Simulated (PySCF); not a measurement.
**Worked example: refractive index and permittivity of the vapour**

Hf(F)3(NH2) (F3H2HfN), SMILES [NH2][Hf]([F])([F])[F], multiplicity 1.

Geometry optimised at PBE-D3(BJ)/def2-SVP. The spin state was assumed, not searched. The structure was generated by enumeration; whether it is a known compound was not checked. The def2 effective core potentials stand for the cores of Hf; spin–orbit coupling is left out. One conformer was computed; it need not be the lowest.

HF/def2-TZVP run with PySCF gives a mean static polarisability of 34.2 bohr³ and a dipole moment of 2.43 D. Take an ideal gas at 298.15 K and 1 bar, whether or not the substance is that volatile.

### Question
Work out n − 1 in the optical limit and the static ε − 1.

### Answer

Polarisability volume α' = 34.2 × 0.148185 = 5.07 Å³. Number density N = p/kT = 2.43e-5 Å⁻³.
Dilute limit of Lorentz–Lorenz: n − 1 = 2π N α' = 0.00077.
Orientation term of Debye: μ²/(3kT) = 8.098 Å³ × μ²(D²) = 47.82 Å³.
ε − 1 = 4π N (α' + μ²/3kT) = 0.016. Orientation of the dipole supplies 90 % of the static response; it can't follow optical fields. Vibrational polarisation and dispersion are left out.
